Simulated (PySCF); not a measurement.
Several orderings of computed values.

Each SMILES stands for a single optimised conformer of the isolated species, non-relativistic unless stated; the electronic structure was computed with PySCF and density fitting.

Dipoles, sizes and rotational constants follow the conformer. The torsions of the flexible species, by atom-mapped SMILES:
- `[CH3:1][n:2]1[n:3][c:4]([C:5]#[N:6])[c:7]([CH:8]2[CH2:9][CH2:10]2)[n:11]1`: C4–C7–C8–C9 -145°
- `[N:1]#[C:2][SiH2:3][CH2:4][C@H:5]([SiH3:6])[SiH2:7][F:8]`: C2–Si3–C4–C5 166°, Si3–C4–C5–Si6 -170°, C4–C5–Si7–F8 -68°
- `[CH:1]#[C:2][C:3](=[O:4])[C:5](=[O:6])[SiH2:7][SiH2:8][PH2:9]`: C2–C3–C5–O6 48°, C3–C5–Si7–Si8 -67°, C5–Si7–Si8–P9 108°, H–P9–Si8–Si7 -49°, H–P9–Si8–Si7 44°
- `[CH2:1]=[CH:2][c:3]1[cH:4][cH:5][cH:6][cH:7][c:8]1[C:9]#[N:10]`: C1–C2–C3–C4 15°
- `[CH3:1][O:2][C:3]1=[CH:4][C:5]2([CH2:6][CH2:7]2)[C:8]([CH3:9])=[CH:10]1`: C1–O2–C3–C4 0°
- `[CH2:1]=[C:2]([CH3:3])[SiH2:4][CH2:5][SiH2:6][NH:7][SiH3:8]`: C1–C2–Si4–C5 -3°, C2–Si4–C5–Si6 179°, Si4–C5–Si6–N7 60°, C5–Si6–N7–Si8 180°
- `[CH2:1]=[CH:2]/[CH:3]=[CH:4]/[CH:5]=[CH:6]/[C:7]([Cl:8])([Cl:9])[Cl:10]`: C1–C2–C3–C4 180°, C3–C4–C5–C6 180°, C5–C6–C7–Cl8 -121°

The conformers of `C#C/C=C1\CCC[C@H]1CO` aren't listed.

**Question.** Rank by HOMO energy, lowest first (PBE0/pcSseg-1 at GFN2-xTB geometries).
A. `C#C/C=C1\CCC[C@H]1CO`
B. `Cn1nc(C#N)c(C2CC2)n1`
C. `C=Cc1ccccc1C#N`
D. `COC1=CC2(CC2)C(C)=C1`
E. `N#C[SiH2]C[C@H]([SiH3])[SiH2]F`
F. `C#CC(=O)C(=O)[SiH2][SiH2]P`

**Answer.** E (-8.53 eV), B (-7.45 eV), C (-7.21 eV), F (-7.02 eV), A (-6.49 eV), D (-5.65 eV).

**Question.** By how much do the two ends of that ranking differ?

**Answer.** By 2.88 eV, between `COC1=CC2(CC2)C(C)=C1` and `N#C[SiH2]C[C@H]([SiH3])[SiH2]F`.

**Question.** Rank by HOMO–LUMO gap, highest first (PBE0/pcSseg-1 at GFN2-xTB geometries).
A. `C([SiH2]N[SiH3])[SiH2]C(=C)C`
B. `C=C/C=C/C=C/C(Cl)(Cl)Cl`
C. `c1ccc2ncccc2c1`
D. `N#C[SiH2]C[C@H]([SiH3])[SiH2]F`
E. `Cn1nc(C#N)c(C2CC2)n1`
F. `COC1=CC2(CC2)C(C)=C1`
G. `C#CC(=O)C(=O)[SiH2][SiH2]P`

**Answer.** D (7.93 eV), A (7.18 eV), E (6.38 eV), F (5.47 eV), C (5.29 eV), B (4.59 eV), G (3.65 eV).

**Question.** Rank by smallest rotational constant, lowest first (GFN2-xTB).
A. `N#C[SiH2]C[C@H]([SiH3])[SiH2]F`
B. `C=Cc1ccccc1C#N`
C. `Cn1nc(C#N)c(C2CC2)n1`
D. `COC1=CC2(CC2)C(C)=C1`
E. `C=C(C)[SiH2]C[SiH2]N[SiH3]`

**Answer.** E (0.370 GHz), A (0.468 GHz), C (0.625 GHz), D (0.732 GHz), B (0.789 GHz).

**Question.** Rank by dipole moment, lowest first (PBE0/pcSseg-1 at GFN2-xTB geometries).
A. `C1=CC=C2N=CC=CC2=C1`
B. `C=CC1=CC=CC=C1C#N`
C. `C=C(C)[SiH2]C[SiH2]N[SiH3]`
D. `c1(nn(nc1C#N)C)C1CC1`
E. `C(=C\C=C\C=C)/C(Cl)(Cl)Cl`
F. `N#C[SiH2]C[C@H]([SiH3])[SiH2]F`

**Answer.** C (1.43 D), A (2.07 D), E (3.18 D), F (4.31 D), B (4.47 D), D (4.95 D).

**Question.** By how much do the two ends of that ranking differ?

**Answer.** By 3.52 D, between `Cn1nc(C#N)c(C2CC2)n1` and `C=C(C)[SiH2]C[SiH2]N[SiH3]`.
